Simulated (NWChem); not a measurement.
System: CuI; SMILES [Cu][I]

Program: NWChem. All runs use the structure optimised with PBE0/def2-SVP. def2 effective core potentials on I; no spin-orbit coupling. Static field.

```tsv
level	basis functions	isotropic polarisability (bohr³)	anisotropy (bohr³)
PBE0/def2-SVP	57	___	___
PBE0/def2-SVPD	69	61.0	25.8
PBE0/def2-TZVP	95	51.6	33.3
PBE0/def2-TZVPD	107	62.0	28.0
```

### Question
Some entries are withheld; supply them.

### Answer

- PBE0/def2-SVP, isotropic polarisability (bohr³): 42.7
- PBE0/def2-SVP, anisotropy (bohr³): 36.5
